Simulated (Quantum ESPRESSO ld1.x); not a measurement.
Results of a calculation; reference values are marked as such.
The titanium ion Ti+, 21 electrons, occupied as [Ar] 3d1 4s2 (not the ground configuration). Level of theory: Dirac Kohn-Sham, revPBE, spin-unpolarised, spherical densities, point nucleus; open shells are shared between the two j in proportion to 2j + 1 (ld1.x of Quantum ESPRESSO 7.5).

Spin-orbit splittings of the eigenvalues, e(l+1/2) - e(l-1/2), with zeta = 2 splitting/(2l+1) and mean radii in bohr:

| shell | occ. | splitting (eV) | zeta (eV) | <r> j=l-1/2 | <r> j=l+1/2 |
|---|---|---|---|---|---|
| 2p | 6 | ? | ? | 0.2881 | 0.2907 |
| 3p | 6 | 0.6803 | 0.4535 | 1.060 | 1.068 |
| 3d | 1 | 0.05714 | 0.02286 | 1.355 | 1.359 |

Estimate the 2p splitting.

Answer. 5.769 eV (zeta = 3.846 eV).
